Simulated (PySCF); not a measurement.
C5H14Si, SMILES C[SiH2]C(C)(C)C, singlet, GFN2-xTB optimised geometry.

```
20

C      2.23     0.76     1.54
Si     1.54    -0.11     0.00
C     -0.38    -0.11     0.00
C     -0.92    -0.84     1.23
C     -0.92     1.32     0.00
C     -0.89    -0.83    -1.25
H      1.93     1.80     1.57
H      1.90     0.29     2.45
H      3.31     0.73     1.53
H      2.01     0.58    -1.21
H      2.01    -1.51    -0.02
H     -0.61    -0.34     2.15
H     -0.56    -1.87     1.26
H     -2.01    -0.87     1.21
H     -0.56     1.87    -0.87
H     -2.01     1.31    -0.03
H     -0.61     1.85     0.90
H     -0.54    -0.33    -2.15
H     -0.54    -1.86    -1.28
H     -1.98    -0.84    -1.27
```

Density from PBE/def2-SVP (PySCF) at that geometry.

Minimum of the electron density along straight lines between bonded atoms, close to the bond critical point (lines longer than 1.1 times the sum of covalent radii, or with two minima, are not listed):

```json
[
 {"bond": "C1–Si2", "length / Å": "1.898", "ρ at the minimum / e bohr⁻³": "0.110", "∇²ρ there / e bohr⁻⁵": "0.31", "position (fraction from the first atom)": "0.62"},
 {"bond": "Si2–C3", "length / Å": "1.921", "ρ at the minimum / e bohr⁻³": "0.111", "∇²ρ there / e bohr⁻⁵": "0.26", "position (fraction from the first atom)": "0.38"},
 {"bond": "C3–C4", "length / Å": "1.530", "ρ at the minimum / e bohr⁻³": "0.238", "∇²ρ there / e bohr⁻⁵": "-0.50", "position (fraction from the first atom)": "0.50"},
 {"bond": "C3–C5", "length / Å": "1.530", "ρ at the minimum / e bohr⁻³": "0.238", "∇²ρ there / e bohr⁻⁵": "-0.50", "position (fraction from the first atom)": "0.50"},
 {"bond": "C3–C6", "length / Å": "1.529", "ρ at the minimum / e bohr⁻³": "0.238", "∇²ρ there / e bohr⁻⁵": "-0.50", "position (fraction from the first atom)": "0.50"},
 {"bond": "C1–H7", "length / Å": "1.086", "ρ at the minimum / e bohr⁻³": "0.270", "∇²ρ there / e bohr⁻⁵": "-0.95", "position (fraction from the first atom)": "0.63"},
 {"bond": "C1–H8", "length / Å": "1.086", "ρ at the minimum / e bohr⁻³": "0.270", "∇²ρ there / e bohr⁻⁵": "-0.95", "position (fraction from the first atom)": "0.63"},
 {"bond": "C1–H9", "length / Å": "1.085", "ρ at the minimum / e bohr⁻³": "0.270", "∇²ρ there / e bohr⁻⁵": "-0.96", "position (fraction from the first atom)": "0.63"},
 {"bond": "Si2–H10", "length / Å": "1.470", "ρ at the minimum / e bohr⁻³": "0.115", "∇²ρ there / e bohr⁻⁵": "0.31", "position (fraction from the first atom)": "0.49"},
 {"bond": "Si2–H11", "length / Å": "1.470", "ρ at the minimum / e bohr⁻³": "0.115", "∇²ρ there / e bohr⁻⁵": "0.31", "position (fraction from the first atom)": "0.49"},
 {"bond": "C4–H12", "length / Å": "1.088", "ρ at the minimum / e bohr⁻³": "0.274", "∇²ρ there / e bohr⁻⁵": "-0.98", "position (fraction from the first atom)": "0.63"},
 {"bond": "C4–H13", "length / Å": "1.088", "ρ at the minimum / e bohr⁻³": "0.274", "∇²ρ there / e bohr⁻⁵": "-0.99", "position (fraction from the first atom)": "0.63"},
 {"bond": "C4–H14", "length / Å": "1.090", "ρ at the minimum / e bohr⁻³": "0.272", "∇²ρ there / e bohr⁻⁵": "-0.97", "position (fraction from the first atom)": "0.63"},
 {"bond": "C5–H15", "length / Å": "1.088", "ρ at the minimum / e bohr⁻³": "0.274", "∇²ρ there / e bohr⁻⁵": "-0.99", "position (fraction from the first atom)": "0.63"},
 {"bond": "C5–H16", "length / Å": "1.090", "ρ at the minimum / e bohr⁻³": "0.272", "∇²ρ there / e bohr⁻⁵": "-0.97", "position (fraction from the first atom)": "0.63"},
 {"bond": "C5–H17", "length / Å": "1.088", "ρ at the minimum / e bohr⁻³": "0.274", "∇²ρ there / e bohr⁻⁵": "-0.98", "position (fraction from the first atom)": "0.63"},
 {"bond": "C6–H18", "length / Å": "1.088", "ρ at the minimum / e bohr⁻³": "0.274", "∇²ρ there / e bohr⁻⁵": "-0.99", "position (fraction from the first atom)": "0.63"},
 {"bond": "C6–H19", "length / Å": "1.088", "ρ at the minimum / e bohr⁻³": "0.274", "∇²ρ there / e bohr⁻⁵": "-0.99", "position (fraction from the first atom)": "0.63"},
 {"bond": "C6–H20", "length / Å": "1.090", "ρ at the minimum / e bohr⁻³": "0.272", "∇²ρ there / e bohr⁻⁵": "-0.97", "position (fraction from the first atom)": "0.63"}
]
```
